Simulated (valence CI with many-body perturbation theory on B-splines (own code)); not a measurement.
Results of a calculation; reference values are marked as such.
# Hyperfine factors and g values of Hg⁷⁺

Method: relativistic CI+MBPT: five valence electrons over a frozen Dirac-Fock core [Xe] 4f14, radial functions for each j: 7 s, 7 p, 8 d, 6 f, 4 g, 1 h, with the one-electron correlation potential Σ1 (screened to all orders), the two-electron term Σ2, the three-electron term Σ3, Breit, model QED; selected single and double excitations, second order for the rest, scaled by the run's own slope (own B-spline code, finite nucleus).

No measured levels were compared; by estimate terms of the open shell hold to 2 to 4 % of their energy, and close levels can change places; different configurations can be misplaced against each other by 1,000 to 8,000 cm⁻¹. Core correlation moves these levels by up to 16000 cm⁻¹, and in measured spectra 5 to 20 % of such shifts remained as error; rates that hang on mixing are uncertain with them. Among the levels kept, up to 910 cm⁻¹ of a level comes from second order outside the variational space, and about a tenth of that is noise between levels of different J, which matters for small intervals. Only levels of the ground parity were solved; by the run's estimate the other parity begins above the list, which can be wrong where configurations are misplaced.

A/g_I is the dipole constant over the nuclear g factor μ/I (μ in nuclear magnetons, uniformly magnetised nucleus), B/Q the quadrupole constant per barn. Both hold the static response of the core; the bare values leave it out. Large factors of s and p1/2 electrons are usually good to 5 to 10 %; those of open d and f shells near neutrality can be off by tens of per cent, and small factors of p3/2, d and f electrons come from cancelling terms and can be off by a factor of two or in sign, in half-filled shells by more. B is blank for J = 1/2, where it vanishes, and for nearly pure S terms. Energies count from the lowest level.

Names give the largest LS component (configuration and term), which can be under half, so a name can repeat, a term be missing and a line seem to break the LS rules; names also repeat where a configuration has a term twice. Letters in brackets count levels of one name in rising energy.

```tsv
Level	E (eV)	g	A/g_I (MHz)	A/g_I bare	B/Q (MHz/b)	B/Q bare
5d5 6S_5/2	0.000	1.847	-2470	239	466	330
5d5 4G_5/2 [a]	2.350	1.072	1080	1210	2220	1910
5d5 4G_7/2	3.562	1.119	1080	1460	2460	2160
5d5 4D_3/2	3.715	1.313	474	1640	2140	1880
5d5 4G_11/2	3.835	1.188	1010	1740	-199	-264
5d5 4G_5/2 [b]	4.064	1.096	1100	1390	791	732
5d5 4G_9/2	4.098	1.165	971	1570	2060	1780
5d5 4P_1/2	4.429	1.734	-2270	-252		
5d5 4D_7/2	5.094	1.226	645	1410	-308	-236
5d5 2D_5/2 [a]	5.352	1.240	492	1260	-74.6	-102
5d5 2F_7/2 [a]	5.886	1.151	1090	1670	-2300	-2040
5d5 2I_11/2	5.902	1.030	1670	1850	136	106
5d5 4D_1/2	6.088	0.822	3640	3620		
5d5 2D_3/2 [a]	6.154	0.993	2410	2770	-2060	-1850
5d5 2G_9/2 [a]	6.305	1.152	1030	1570	-376	-329
5d5 4F_3/2	6.480	1.023	1660	1780	322	294
5d5 2I_13/2	6.571	1.076	1540	1920	-1.38	-5.55
5d5 2F_5/2 [a]	6.822	1.011	1770	1890	-509	-397
5d5 2H_9/2	7.621	1.109	1300	1740	326	303
5d5 2G_7/2 [a]	7.799	1.002	2060	2280	-85.9	-26.9
5d5 4F_5/2	7.841	1.055	1640	1930	149	115
5d5 2F_5/2 [b]	8.394	1.158	642	1020	-1040	-960
5d5 2D_3/2 [b]	8.412	0.768	3400	2940	76.3	91.7
5d5 2F_7/2 [b]	8.658	1.076	1650	2070	837	740
5d5 2S_1/2	8.829	1.918	-2740	-75.2		
5d5 4F_7/2	9.282	1.193	743	1370	-3740	-3340
5d5 2G_9/2 [b]	9.403	1.097	1350	1740	1160	1130
5d5 2H_11/2	9.624	1.068	1550	1870	57.7	150
5d5 2D_3/2 [c]	10.104	0.849	2490	2050	-2000	-1760
5d5 2D_5/2 [b]	10.712	1.119	1240	1700	1630	1490
5d5 2G_9/2 [c]	11.098	1.111	1280	1700	-3180	-2850
5d5 2D_5/2 [c]	11.250	1.097	1140	1450	-1270	-1080
5d5 2G_7/2 [b]	11.663	0.944	2240	2200	3120	2740
5d5 2P_3/2	12.111	1.233	666	1530	-1820	-1590
5d5 2P_1/2	13.239	0.860	1070	-61.9		
5d5 2D_5/2 [d]	14.498	1.188	744	1330	-2350	-2080
5d5 2D_3/2 [d]	14.888	0.882	3070	3070	3330	2960
5d4 6s 6D_1/2	23.015	2.892	57800	55700		
5d4 6s 6D_3/2	24.161	1.819	18300	18000	1280	1110
5d4 6s 6D_5/2	25.020	1.608	11800	11900	1470	1250
```

Question: Take the isotope of mass number 201, with I = 3/2, μ = -0.558 μN and Q = 0.387 b. What is the hyperfine structure of 5d5 4G_5/2 [a]?

Answer: From the table A = -402 MHz, B = 859 MHz. Shifts from the centre of gravity in MHz: F = 1: 2710, F = 2: 1220, F = 3: -372, F = 4: -1290.
